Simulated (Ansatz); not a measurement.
`[CH3][GeH]1[O][SiH2]1` and `[OH][GeH]1[O][SiH2]1` differ in one atom or group.

Ansatz, PBE0-D4/def2-TZVP geometries, multiplicity 1. Each molecule was computed in one conformer, which needn't be the lowest.

Scalar relativity is left out up to krypton.

```csv
property,`[CH3][GeH]1[O][SiH2]1`
LUMO energy (B3LYP/def2-TZVPP) / eV,-1.05
HOMO energy (PBE/def2-TZVPP) / eV,-5.67
LUMO energy (PBE/def2-TZVPP) / eV,-1.64
LUMO energy (PBE0/def2-TZVPP) / eV,-0.81
HOMO energy (ωB97M-V/def2-TZVPP) / eV,-8.78
size of the dipole moment (B3LYP/def2-TZVPP) / D,1.97
```

(1) What does the change do to each property? (An estimate is asked.)

## Answers

(1) The calculation gave: 
```csv
property,`[OH][GeH]1[O][SiH2]1`,shift
LUMO energy (B3LYP/def2-TZVPP) / eV,-1.48,-0.43
HOMO energy (PBE/def2-TZVPP) / eV,-5.85,-0.18
LUMO energy (PBE/def2-TZVPP) / eV,-2.07,-0.43
LUMO energy (PBE0/def2-TZVPP) / eV,-1.23,-0.42
HOMO energy (ωB97M-V/def2-TZVPP) / eV,-9.05,-0.27
size of the dipole moment (B3LYP/def2-TZVPP) / D,2.35,0.38
```

With PBE0 the HOMO falls by 0.26 eV and the LUMO falls by 0.42 eV, so the gap narrows by about 0.16 eV. PBE moves the HOMO by -0.18 eV and ωB97M-V by -0.27 eV. Dipoles are sizes alone; their direction can turn.

B3LYP here is the variant with VWN-RPA as its local correlation; programs differ in this.
